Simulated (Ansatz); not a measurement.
BiMe2Br (C₂H₆BiBr). Charge 0, multiplicity 1. Geometry relaxed at PBE0-D4/def2-SVP.

```
atom    x (Å)    y (Å)    z (Å)
 Bi1   0.3516   0.7895  -1.1066
  C2  -0.4953   1.2868   0.9354
  H3  -1.1918   0.4881   1.2240
  H4  -1.0259   2.2478   0.8896
  H5   0.3318   1.3483   1.6590
  C6   0.9340  -1.3014  -0.4558
  H7   1.2217  -1.8919  -1.3362
  H8   0.0697  -1.7642   0.0387
  H9   1.7804  -1.2351   0.2443
Br10  -1.9761   0.0322  -2.0925
```

In the def2 sets Bi takes a core potential; there is no spin–orbit coupling.

Task: Estimate the harmonic wavenumbers at RKS PBE0-D4/def2-SVP (Ansatz, unscaled). Is this a minimum?

Result: 90, 109, 118, 124, 164, 216, 477, 478, 705, 728, 737, 808, 1180, 1194, 1413, 1423, 1423, 1435, 3065, 3067, 3189, 3191, 3207, 3210 cm⁻¹. Yes, no mode is imaginary beyond noise. Zero-point energy 189.9 kJ/mol. It took 83 s on 4 threads of Arm Neoverse V2 on a shared host.
